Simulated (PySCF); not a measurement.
Structure problem from calculated spectra and properties.

Elements present: C, H, N and Si. Monoisotopic mass: 115.0817 u.

- NMR, other nuclei: isotropic shieldings of nuclei other than C and H, by class: -158 (1 N), 372 (1 Si) ppm [GIAO PBE0/pcSseg-1]
- Rotational structure: rotational constants A, B, C: 3.455, 1.365, 1.284 GHz [GFN2-xTB]
- Dipole: 1.30 D [PBE0/pcSseg-1]
- 1H NMR: chemical shifts (computed TMS as zero) by class: 8.77 (1 H), 8.74 (1 H), 4.86 (2 H), 1.06 (9 H) ppm [GIAO PBE0/pcSseg-1]
- 13C NMR: chemical shifts (computed TMS as zero) by class: 172.0 (1 C), 28.5 (3 C), 21.5 (1 C) ppm [GIAO PBE0/pcSseg-1]

Electronic properties: PySCF, gas phase, density fitting. Levels stand in brackets. The structure is a single GFN2-xTB conformer in the gas phase; no vibrational or solvent corrections. NMR values are class means; diastereotopic atoms form classes of their own.

Q: Which formula fits the mass and the elements?

A: C5H13NSi (calculated 115.0817). No other formula that holds each of these elements comes within 0.0003 u with a fitting electron parity and a possible valence count.

Q: What is the compound? Reason from the data.

A: Numbering: `[CH2:1]=[N:2][SiH2:3][C:4]([CH3:5])([CH3:6])[CH3:7]`. Its formula, C5H13NSi, gives 1 degree of unsaturation: 0 rings and 1 π bond in the structure found. 5 carbons fall into 3 classes; from least to most shielded: C=N carbon [C1] (172.0 ppm), methyl carbon [C5/C6/C7] (28.5 ppm, 3 C, up to 2.2 ppm apart in this geometry), sp3 carbon bound to silicon [C4] (21.5 ppm). Hydrogen classes from least to most shielded: 1 H on a C=N carbon, C1 (8.77 ppm), 1 H on a C=N carbon, C1 (8.74 ppm), 2 H on an SiH2 silicon, Si3 (4.86 ppm), 9 H on 3 methyl carbons, C5/C6/C7 (1.06 ppm, a mean of values up to 0.8 ppm apart in this geometry). The other shieldings belong to: -158 ppm, C=N nitrogen [N2]; 372 ppm, SiH2 silicon [Si3]. The optimised geometry has point group C1 and is an asymmetric top. Structure: `C=N[SiH2]C(C)(C)C`. Computed isomers that give other values at the same levels: `C/C=C(/[SiH3])N(C)C` (13C chemical shifts (computed TMS as zero) by class: 154.5 (1 C), 143.6 (1 C), 45.7 (2 C), 16.6 (1 C) ppm); `C=C[Si@H](CC)NC` (13C chemical shifts (computed TMS as zero) by class: 146.9 (1 C), 145.3 (1 C), 32.2 (1 C), 9.1 (1 C), 8.7 (1 C) ppm); `C[C@@H]1CCN([SiH3])C1` (13C chemical shifts (computed TMS as zero) by class: 59.9 (1 C), 50.1 (1 C), 37.8 (1 C), 35.4 (1 C), 23.6 (1 C) ppm). The assignments are read from this structure; whether some other isomer fits the data as well wasn't checked.

Conformer computed: `[CH2:1]=[N:2][SiH2:3][C:4]([CH3:5])([CH3:6])[CH3:7]`: C1–N2–Si3–C4 -117°, N2–Si3–C4–C5 -49°.
